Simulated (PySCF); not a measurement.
Cd(Cl)(OH) (CdClHO), SMILES [OH][Cd][Cl].

Geometry: B3LYP-D3(BJ)/def2-TZVP. The def2 effective core potentials stand for the cores of Cd; spin–orbit coupling is left out. The values are those of a single conformer.

Method: C-PCM-PBE0/def2-SVP in PySCF.

The values are the electrostatic part of the solvation free energy, E(continuum) − E(gas) at the gas-phase geometry, in a cavity of scaled van der Waals radii (PySCF's table); cavitation and dispersion terms are not included. A continuum can't describe solvent molecules that bind to the metal. In vacuum the orbital gap is 6.28 eV. The dipole moment in vacuum is 1.90 D.

```json
[
 {"solvent": "water", "ε": "78.36", "ΔG(elec) (kcal/mol)": "[?]", "dipole (D)": "[?]", "gap (eV)": "[?]"},
 {"solvent": "ethylethanoate", "ε": "5.99", "ΔG(elec) (kcal/mol)": "-14.2", "dipole (D)": "2.38", "gap (eV)": "6.63"},
 {"solvent": "2-propanol", "ε": "19.26", "ΔG(elec) (kcal/mol)": "-16.5", "dipole (D)": "2.46", "gap (eV)": "6.69"}
]
```

Question: Some entries are withheld; supply them. (The exact figures need the calculation; the answer reports its results.)

Answer: 
- water, ΔG(elec) (kcal/mol): -17.3
- water, dipole (D): 2.49
- water, gap (eV): 6.71
